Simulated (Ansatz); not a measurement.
Geometry optimisation, Ansatz, RKS B3LYP-D4/def2-SVP.

Input file:

```yaml
crystal:
  periodic: [false, false, false]
  atoms:
    - { symbol: C, position_ang: [-1.8783, 0.073, 0.4882] }
    - { symbol: In, position_ang: [-0.6908, 0.901, 1.7103] }
    - { symbol: F, position_ang: [-0.0937, 1.3766, 1.8355] }
    - { symbol: "N", position_ang: [1.2982, 0.8996, -0.2407] }
    - { symbol: Si, position_ang: [1.6432, -0.7679, -0.8065] }
    - { symbol: H, position_ang: [-1.8295, 0.377, -0.603] }
    - { symbol: H, position_ang: [-1.5416, -0.9144, 0.6591] }
    - { symbol: H, position_ang: [-2.9523, 0.2157, 0.7726] }
    - { symbol: H, position_ang: [0.8467, 1.4123, -1.0249] }
    - { symbol: H, position_ang: [0.4427, -1.4121, -1.3082] }
    - { symbol: H, position_ang: [2.1407, -1.5417, 0.3688] }
    - { symbol: H, position_ang: [1.93287, 0.9945, 0.57771] }
basis:
  gaussian: { orbitals: def2-SVP }
hamiltonian:
  xc: b3lyp
  dispersion: d4
relax:
  f_tol: 0.02
  max_steps: 50
output:
  orbitals: {}
```

Run as:

```bash
$ ansatz run input.yaml --threads 2 --pin off --max-ram 3072MiB --backend cpu --events-out ev --progress --plain --runs-dir out
```

Problem. Where does it end, and by what steps?

Solution. The run converged. After 20 steps the energy has fallen by 234.683 eV; In2 moved furthest, 1.12 Å. The start is strongly strained (largest force component 872 eV/Å). Joined: In2–N4 (2.79 → 2.23 Å), In2–Si5 (3.82 → 2.92 Å), In2–H11 (3.97 → 2.00 Å).

```tsv
step	energy less start (eV)	largest force component (eV/Å)	accepted
0	0.0000	872.136	yes
1	-193.7656	136.647	yes
2	-211.4451	78.810	yes
3	-224.7780	29.859	yes
4	-230.4867	8.432	yes
5	-231.9491	3.339	yes
6	-232.8547	2.303	yes
7	-233.1663	1.589	yes
8	-233.4416	2.069	yes
9	-233.7900	1.496	yes
10	-234.1131	0.436	yes
11	-234.3273	0.298	yes
12	-234.5030	0.267	yes
13	-234.5935	0.240	yes
14	-234.6303	0.251	yes
15	-234.6608	0.395	yes
16	-234.6760	0.257	yes
17	-234.6808	0.117	yes
18	-234.6821	0.036	yes
19	-234.6825	0.033	yes
20	-234.6827	0.017	yes
```

```xyz
12
Properties=species:S:1:pos:R:3
C -2.221 -0.108 0.411
In -0.171 0.229 0.979
F 0.397 1.141 2.643
N 1.398 1.006 -0.398
Si 2.185 -0.789 -0.423
H -2.418 0.403 -0.542
H -2.394 -1.186 0.297
H -2.872 0.298 1.197
H 1.107 1.343 -1.315
H 1.046 -1.267 -1.344
H 1.258 -1.173 0.906
H 2.002 1.717 0.019
```

Time of the run: 120 s on 2 threads of Intel(R) Xeon(R) Platinum 8259CL CPU @ 2.50GHz (Skylake/Cascade Lake), on a shared host, peak memory 0.35 GiB.
